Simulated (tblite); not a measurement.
Question: What does the GFN2-xTB structure of `[CH2+][C]1C[SiH2]C[S@]1=O` [radical] look like in three dimensions? (Charge +1 and doublet state.)

Answer: 
```xyz
15
C4H8OSSi angstrom
C      2.358   -0.251   -0.165
C      1.112   -0.056    0.198
C      0.328    1.138    0.553
Si    -1.393    0.998   -0.307
C     -1.635   -0.887    0.110
S      0.025   -1.578    0.230
O      0.312   -2.322   -0.968
H      3.050    0.569   -0.288
H      2.749   -1.231   -0.388
H      0.882    2.030    0.259
H      0.204    1.194    1.638
H     -1.271    1.138   -1.754
H     -2.425    1.734    0.409
H     -2.185   -1.463   -0.627
H     -2.116   -1.007    1.078
```

Any rigid rotation of these coordinates is as good. Atoms count from 1 in this order. S6 (sulfur bonded to 2 C and O) is pyramidal (angles 109.1°, 106.9° and 102.8°, sum 318.8°, 0.64 Å off the plane of its three neighbours). The 2 C–S bonds span 1.802 Å (C5–S6, drawn single) to 1.870 Å (C2–S6, drawn single in one of several resonance forms), a spread of 0.068 Å. The C–C distances run from 1.312 Å (C1–C2, drawn single) to 1.473 Å (C2–C3, drawn single), a spread of 0.161 Å. The 5-membered ring C2–C3–Si4–C5–S6 has internal angles of 94.9° to 110.2°; it is puckered, 0.21 Å rms from its mean plane, widest ring torsion 43°.

Bonds between heavy atoms (Å): C1–C2 1.312, C2–C3 1.473, C3–Si4 1.929, Si4–C5 1.946, C5–S6 1.802, S6=O7 1.440, C2–S6 1.870.

Computed geometry: GFN2-xTB, gas phase. This method treats the open shell by occupation alone, without spin polarisation.

Point group: C1 (no symmetry element, even within 0.4 Å). Its GFN2-xTB frequencies are all real (lowest 44 cm⁻¹). Torsions: H–C1–C2–C3 -2° and 180°, C1–C2–C3–Si4 137°, C2–C3–Si4–C5 43°, C3–Si4–C5–S6 -28°, Si4–C5–S6–O7 -103°. 3 starts were optimised and ended at 0.00, 0.18 and 1.72 kcal/mol (GFN2-xTB); the lowest of these is shown.

One conformer stands for the species.
